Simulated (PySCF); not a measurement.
## Si (silicon, neutral) across methods

[Ne] 3s1 3p3, 3s spin antiparallel (an excited configuration). Computed with PySCF 2.14 in aug-cc-pwCVQZ (10s9p7d5f3g, 134 functions), with no relativity, point nucleus.

| method | E (hartree) | mean ε 2p β (eV) | mean ε 3s β (eV) | mean ε 3p α (eV) | Σ⟨r²⟩ (bohr²) | ⟨S²⟩ |
| --- | --- | --- | --- | --- | --- | --- |
| wB97M-V | -289.0860 | -104.64 | -14.092 | -7.683 | 34.63 | 3.000 |
| M06-2X | -289.0881 | -107.52 | -12.784 | -6.579 | 34.14 | 3.000 |
| r2SCAN | -289.0830 | -99.192 | -10.764 | -5.448 | 34.07 | 3.000 |
| PBE | -288.9834 | -96.926 | -10.524 | -5.214 | 34.00 | 3.000 |
| PBE0 | -288.9872 | -102.44 | -11.679 | -6.022 | 34.20 | 3.000 |
| TPSSh | -289.1265 | -99.628 | -10.938 | -5.589 | 33.90 | 3.000 |
| UHF | -288.52364 | -118.06 | -14.163 | -7.765 | 36.18 | 3.000 |
| LDA | -287.9734 | -96.904 | -10.690 | -5.196 | 33.99 | 3.000 |

With the s spin flipped the determinant is a mixture of two multiplicities, not a spectroscopic state.
